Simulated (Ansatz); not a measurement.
Question: Name a neutral molecule of B, C, F, O and H with HOMO energy (B3LYP/def2-TZVPP) between -8.00 and -7.70 eV and size of the dipole moment (ωB97M-V/def2-TZVPP) between 1.10 and 1.40 D (Ansatz, PBE0-D4/def2-TZVP geometry).

Answer: `OCBF` (-7.86 eV, 1.22 D). Other molecules can fit too; these were computed, each in one conformer that needn't be the lowest.

B3LYP here is the variant with VWN-RPA as its local correlation; programs differ in this.
